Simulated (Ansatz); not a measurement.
One change: `F[CH2][SnH2][Cl]` becomes `O[CH2][SnH2][Cl]`.

Ansatz, PBE0-D4/def2-TZVP geometries, multiplicity 1. Each molecule was computed in one conformer, which needn't be the lowest.

Elements past krypton have def2 core potentials.

```tsv
property	`F[CH2][SnH2][Cl]`
HOMO energy (PBE/def2-TZVPP) / eV	-6.88
HOMO–LUMO gap (PBE/def2-TZVPP) / eV	5.31
size of the dipole moment (PBE/def2-TZVPP) / D	2.56
LUMO energy (ωB97M-V/def2-TZVPP) / eV	0.92
size of the dipole moment (B3LYP/def2-TZVPP) / D	2.67
HOMO–LUMO gap (PBE0/def2-TZVPP) / eV	7.49
```

(1) What does the change do to each property? (Estimate.)

Answers

(1) Computed: 
```
                                        property  `O[CH2][SnH2][Cl]`  shift
               HOMO energy (PBE/def2-TZVPP) / eV               -6.64   0.24
             HOMO–LUMO gap (PBE/def2-TZVPP) / eV                5.31   0.00
  size of the dipole moment (PBE/def2-TZVPP) / D                3.36   0.80
           LUMO energy (ωB97M-V/def2-TZVPP) / eV                1.14   0.22
size of the dipole moment (B3LYP/def2-TZVPP) / D                3.44   0.77
            HOMO–LUMO gap (PBE0/def2-TZVPP) / eV                7.53   0.04
```

With PBE0 the HOMO rises by 0.20 eV and the LUMO rises by 0.25 eV, so the gap widens by about 0.05 eV. PBE moves the HOMO by 0.24 eV and ωB97M-V by 0.20 eV. Dipoles are sizes alone; their direction can turn.

B3LYP here is the variant with VWN-RPA as its local correlation; programs differ in this.
